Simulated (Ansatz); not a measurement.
Born–Oppenheimer molecular dynamics of AlH$_{6}$NOSi (10 atoms, charge 0, multiplicity 1). It starts from a relaxed structure.

These are results of RKS B3LYP-D4/6-31G (Ansatz 0.2.0), not measurements.

```yaml
ensemble: NVE (velocity Verlet)
time_step: 1 fs
steps_asked: 250
starting_velocities_drawn_for: 400 K
seed: 603932
```

First frame:

```xyz
10
Properties=species:S:1:pos:R:3
Al -0.289 0.078 -0.117
O -0.833 -0.217 1.479
Si -1.356 -0.518 3.057
H -2.583 -1.393 3.048
H -0.283 -1.218 3.846
H -1.697 0.772 3.752
H 1.242 0.372 -0.432
N -1.473 0.052 -1.457
H -2.463 -0.127 -1.350
H -1.224 0.217 -2.424
```

Q: How far do the bonds stretch over the last three quarters of this one trajectory? (Pairs bonded in most of those frames.)

A: 
```
  bond  mean (Å)  spread (Å)  shortest  longest
Al1–O2     1.716       0.028      1.66     1.77
Al1–H7     1.595       0.043      1.53     1.66
Al1–N8     1.790       0.009      1.78     1.81
O2–Si3     1.693       0.024      1.65     1.74
Si3–H4     1.509       0.009      1.49     1.53
Si3–H5     1.508       0.006      1.50     1.52
Si3–H6     1.514       0.026      1.47     1.56
 N8–H9     1.012       0.010      0.99     1.03
N8–H10     1.013       0.007      1.00     1.03
```

Mean temperature of the second half: 224 K. The conserved energy stayed within 0.36 meV per atom of its start (net change 0.15 meV per atom), so the integration is sound. Over the second half the temperature averaged 0.56 of the 400 K drawn at the start: a run that starts near a minimum puts about half its kinetic energy into the potential. A run of 0.25 ps of so small a system gives no equilibrium averages. Limits of this set-up: no polarisation functions.

The run took 11 min on 1 thread of Intel(R) Xeon(R) Platinum 8488C (Sapphire Rapids), on a shared host, peak memory 0.14 GiB.
